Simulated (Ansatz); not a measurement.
Program: Ansatz 0.2.0.

A structure relaxed at PBE0-D4/def2-TZVP, charge 0, multiplicity 1:

```csv
atom,x (Å),y (Å),z (Å)
C1,0.447,-0.670,0.166
O2,0.630,0.506,-0.595
Ge3,-0.485,1.854,-0.825
F4,-1.832,1.271,0.161
H5,-0.526,-0.689,0.664
H6,0.529,-1.538,-0.492
H7,1.236,-0.733,0.920
```

(1) Give its formula and SMILES.

(2) Point group (tolerance 0.08 Å, 0.16 Å for H)?

(3) Summarise the bond lengths by kind.

## Answers

(1) CH3FGeO, `C[O][Ge][F]`.

(2) Cs.

(3) 1 × C–O 1.413 Å; 3 × C–H 1.092 to 1.093 Å; 1 × Ge–O 1.764 Å; 1 × F–Ge 1.768 Å.
